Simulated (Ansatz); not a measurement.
Ansatz (an electronic-structure program) was given this input:
Ansatz 0.2 input:
```yaml
crystal:
  periodic: [false, false, false]
  atoms:
    - {symbol: O, position_ang: [0.00956971, 0.00206403, 0.11338892]}
    - {symbol: H, position_ang: [-0.05579359, 0.76362201, -0.46612807]}
    - {symbol: H, position_ang: [-0.02076411, -0.78013425, -0.44098332]}
basis:
  gaussian:
    orbitals: cc-pVTZ
hamiltonian:
  xc: hf
```

Problem. What does this run give for the number of basis functions, total energy?

Solution. 
number of basis functions: 58
total energy: -76.0569 Eh
